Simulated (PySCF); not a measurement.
# How the method moves the HOMO and LUMO of `FC1=CC=[O+][AlH2-][O]1`

Compound: C3H4AlFO2.
Z-matrix (Å and degrees, PBE0-D3(BJ)/def2-SVP geometry), rows numbered from 1:
```
F 
C   1  1.3121
C   2  1.4024  1  116.82
C   3  1.3904  2  119.74  1   179.74
O   4  1.2694  3  126.14  2     0.17
Al  5  1.8595  4  128.00  3     0.60
O   2  1.2432  1  115.78  3   179.95
H   3  1.0879  2  119.49  1    -0.11
H   4  1.1029  3  118.05  2  -179.78
H   6  1.5846  5  109.59  4   109.04
H   6  1.5843  5  109.75  4  -111.05
```

Basis pcSseg-1 throughout (PySCF), one geometry. Geometry: PBE0-D3(BJ)/def2-SVP; no solvent, vibrations or thermal averaging.

Problem. How do the orbital energies, the gap and the dipole change with the method?

Solution. 
| method | kind | HOMO (eV) | LUMO (eV) | gap (eV) | μ (D) | SCF cycles |
| --- | --- | --- | --- | --- | --- | --- |
| BP86 | GGA | -6.54 | -3.28 | 3.26 | 3.36 | 16 |
| B3LYP | global hybrid | -7.43 | -2.51 | 4.93 | 3.49 | 15 |
| PBE0 | global hybrid | -7.63 | -2.29 | 5.34 | 3.48 | 15 |
| mPW1PW91 | global hybrid | -7.67 | -2.32 | 5.35 | 3.50 | 15 |
| BHandHLYP | global hybrid | -8.74 | -1.24 | 7.50 | 3.69 | 13 |
| LC-wPBE | range-separated hybrid | -10.24 | -0.06 | 10.19 | 3.52 | 14 |
| HF | Hartree–Fock | -10.43 | 1.60 | 12.04 | 4.01 | 12 |

The HOMO spans 3.90 eV, from BP86 down to HF, and the gap runs from 3.26 eV (BP86) to 12.04 eV (HF). Over the methods BP86 (0 %), B3LYP (20 %), PBE0 (25 %), mPW1PW91 (25 %), BHandHLYP (50 %), HF (100 %), a straight line through the gap against the share of exact exchange rises by 0.88 eV for each 10 % (correlation coefficient 1.000). The dipole ranges from 3.36 D (BP86) to 4.01 D (HF). This basis has no diffuse functions.
